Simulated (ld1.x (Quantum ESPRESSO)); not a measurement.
## tellurium (Te): one change to an ultrasoft potential, before and after

Te, ultrasoft, made with ld1.x (Quantum ESPRESSO) 7.5 (PBE, scalar-relativistic). Core [Kr] 4d10, reference 5s2 5p3 (charge +1). Waves: 5s (bound): rcut 1.50, rcutus 1.90 bohr; 5s channel at 0.15 Ry: rcut 1.50, rcutus 1.90 bohr; 5p (bound): rcut 2.10, rcutus 2.25 bohr; 5p channel at -0.45 Ry: rcut 2.10, rcutus 2.25 bohr; 5d channel at -0.05 Ry: rcut 1.60, rcutus 2.10 bohr. Local part: all-electron potential smoothed inside 1.60 bohr (lloc = -1). Core correction: a·sin(br)/r model core inside 1.70 bohr. Augmentation charge: built from norm-conserving waves at rcut, not smoothed further.

All-electron outer shells of the reference configuration (PBE, scalar-relativistic, ld1.x):

```
shell  level (eV)  outermost node (bohr)  outermost maximum (bohr)
   5s      -23.44                   0.91                      1.77
   5p      -13.68                   1.00                      2.11
```

Change: reference 5s2 5p4; added wave 5d channel at 0.8 Ry: rcut 1.60, rcutus 2.10 bohr.

Cutoffs: the cutoffs (Ry, on a coarse ladder) from which the occupation-weighted sum of valence levels, in a spherical-Bessel basis at the reference potential, stays within 10 and 1 mRy of its value at 400 Ry; they do not see the model core or the augmentation charge, which bear on the density cutoff. Errors are all-electron minus pseudo energies relative to the spin-unpolarised reference configuration.

Q: What does the change do?

A: The potential gets neither clearly harder nor softer (10 Ry and 15 Ry → 10 Ry and 15 Ry); the bound ghosts move from s to d, s; the range in which the d phases agree widens (upper end 0.5 → at the end of the scan).

| quantity | base | changed |
| --- | --- | --- |
| cutoff, loose | 10 Ry | 10 Ry |
| cutoff, tight | 15 Ry | 15 Ry |
| bound ghosts | s | s, d |
| largest error over its own tests, meV | -204 | -266 |
| s: phases at 2.44 bohr within 0.05 rad from the reference energy up to (Ry; the scan ends near 5) | to the end of the scan | to the end of the scan |
| p: phases at 2.44 bohr within 0.05 rad from the reference energy up to (Ry; the scan ends near 5) | 4.2 | 4.0 |
| d: phases at 2.44 bohr within 0.05 rad from the reference energy up to (Ry; the scan ends near 5) | 0.5 | to the end of the scan |
| lowest overlap eigenvalue by channel | s 0.34, p 0.42, d 1.00 | s 0.32, p 0.39, d 1.00 |

 A true bound ghost makes a file unfit for plane-wave use even where its test errors are small: the radial tests pick states by their node count and pass the ghost by.
